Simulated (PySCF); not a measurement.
Stationary points of HGa(OH)

These are results of PBE0 in PySCF with Ga def2-TZVP, H def2-TZVP, O def2-TZVP; no relativity; density-fitted integrals, not measurements.

Relaxations began from a few typed shapes; open shells are unrestricted. The search is not exhaustive: other isomers or separated fragments can lie lower, and high-lying points may rest on an excited occupation.

```csv
spin,group,bonds,angles,imaginary modes (cm⁻¹),ΔE (kJ/mol),ΔE with ZPE (kJ/mol)
doublet,Cs,"Ga–H 1.600 Å, Ga–O 1.798 Å, O–H 0.959 Å","Ga–O–H 115.6°, H–Ga–O 113.8°",none,0.0,0.0
doublet,Cs,"Ga–H 1.609 Å, Ga–O 1.797 Å, O–H 0.961 Å","Ga–O–H 114.5°, H–Ga–O 118.1°",none,7.9,7.1
```

The lowest minimum found is the doublet Cs: Ga–H 1.600 Å, Ga–O 1.798 Å, O–H 0.959 Å; Ga–O–H 115.6°, H–Ga–O 113.8°.
